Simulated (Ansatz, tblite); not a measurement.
Spin states of the cluster Si3Sn⁻ (the lowest doublet isomer of a short search), each relaxed with r2SCAN-D4/def2-SVPD in Ansatz. Electronic energies in the gas phase.

In the def2 sets Sn takes a core potential; there is no spin–orbit coupling. The xTB rows come from tblite. LC-ωPBE has ω = 0.4 bohr⁻¹. The structure comes from a short search, and lower isomers may exist.

Doublet geometry (C2v within 0.1 Å):

| atom | x (Å) | y (Å) | z (Å) |
| --- | --- | --- | --- |
| Si1 | 1.008 | -0.571 | 0.298 |
| Si2 | 0.372 | 1.200 | 1.634 |
| Si3 | -0.977 | 0.671 | -0.161 |
| Sn4 | -0.404 | -1.300 | -1.771 |

Quartet geometry (Cs within 0.1 Å):

Cartesian coordinates in Å:
```
Si 1.3421 0.3354 0.3924
Si 0.0824 -1.3387 1.2383
Si -1.0512 -0.7547 -0.6269
Sn -0.3733 1.7580 -1.0038
```

⟨S²⟩: doublet 0.78 at PBE0-D4/def2-TZVPD (pure 0.75), quartet 3.78 at PBE0-D4/def2-TZVPD (pure 3.75).

Run but left out: HF/STO-3G (doublet: ⟨S²⟩ 1.06, where a pure state has 0.75); MP2/def2-TZVPD (quartet: ⟨S²⟩ 3.95, where a pure state has 3.75).

Only these spin states were relaxed. The quartet has other bonds than the doublet, so the gap mixes isomer and spin.

```json
{"level": "GFN2-xTB", "quartet − doublet (kcal/mol)": "22.4", "lowest of these": "doublet", "remarks": "–"}
{"level": "HF/def2-TZVPD", "quartet − doublet (kcal/mol)": "29.9", "lowest of these": "doublet", "remarks": "spin-contaminated (⟨S²⟩ 0.89) (doublet), spin-contaminated (⟨S²⟩ 3.95) (quartet)"}
{"level": "PBE-D4/def2-TZVPD", "quartet − doublet (kcal/mol)": "32.4", "lowest of these": "doublet", "remarks": "HOMO above zero (doublet), HOMO above zero (quartet)"}
{"level": "revPBE-D4/def2-TZVPD", "quartet − doublet (kcal/mol)": "31.7", "lowest of these": "doublet", "remarks": "HOMO above zero (doublet), HOMO above zero (quartet)"}
{"level": "r2SCAN-D4/def2-TZVPD", "quartet − doublet (kcal/mol)": "32.9", "lowest of these": "doublet", "remarks": "HOMO above zero (quartet)"}
{"level": "PBE0-D4/def2-TZVPD", "quartet − doublet (kcal/mol)": "33.9", "lowest of these": "doublet", "remarks": "–"}
{"level": "LC-ωPBE/def2-TZVPD", "quartet − doublet (kcal/mol)": "36.8", "lowest of these": "doublet", "remarks": "–"}
```

Change of the quartet − doublet gap on mixing in exact exchange, in kcal/mol: PBE to PBE0 (25 % exact exchange) 1.5.

The xTB methods have no spin-polarisation term.
